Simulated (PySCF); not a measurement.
## Bond length, frequency and bond energy of BAs by level of theory

State: ³Π (triplet), unpaired electrons σ ↑, π ↑. Set-up: basis B x2c-SVPall, As x2c-SVPall; spin-free X2C with a Gaussian nucleus; PySCF 2.14. De refers to B + As in their high-spin ground configurations, without counterpoise correction. The functionals are run spin-unrestricted. A positive dipole means B(−)As(+).

```csv
Level,Re (Å),ωe (cm⁻¹),De (eV),μ (D),"CPU s a point (SCF and correlation, without the integrals)"
ROHF,1.821,901,1.26,-0.53,0.12
ROHF-MP2,1.848,846,2.62,n/a,0.23
ROHF-SCS-MP2,1.851,832,2.42,n/a,n/a
ROHF-CCSD,1.851,826,2.25,n/a,n/a
ROHF-CCSD(T),1.864,799,2.47,n/a,6.4
PBE,1.862,800,3.47,0.44,1.2
BLYP,1.873,773,3.28,0.49,0.7
BP86,1.865,792,3.43,0.39,0.72
r²SCAN,1.845,835,3.33,0.10,1.4
PBE0,1.842,839,3.15,0.20,1.5
MN15,1.832,848,3.08,-0.01,1.7
```

**Question.** Which functional lies closest to ROHF-CCSD(T) in De, which farthest, and by how much do they differ from it?

**Answer.** Closest is MN15 (-3.2 pm in Re, +6.1 % in ωe, +0.61 eV in De against ROHF-CCSD(T) in the same basis), farthest PBE (-0.2 pm in Re, +0.1 % in ωe, +1.00 eV in De). CCSD(T) converges more slowly with the basis than the functionals do and binds too weakly in this one, so the order can change at the basis-set limit.

**Question.** What does the step from GGA to meta-GGA do here, going from PBE to r²SCAN?

**Answer.** r²SCAN less PBE: -1.7 pm in Re, +4.4 % in ωe, -0.14 eV in De. 

**Question.** What does second-order correlation do here, going from ROHF to ROHF-MP2?

**Answer.** ROHF-MP2 less ROHF: +2.7 pm in Re, -6.1 % in ωe, +1.36 eV in De. Correlation nearly always deepens the well. The bond lengthens, as in strong covalent bonds, where excitations into antibonding orbitals dominate.

Correlated steps freeze 10 core orbitals. Correlated levels converge slowly with the basis: in double zeta they bind strong bonds too weakly, by up to about 1 eV, and carry superposition errors of some tenths. Spin–orbit coupling is left out. The state is the lowest determinant that a PBE0 search found; another state may lie lower at other levels.

The whole job (state search and all levels along the bond) took about 3.4 min on 1 thread of Arm Neoverse N1 (shared host), peak memory 0.52 GiB.
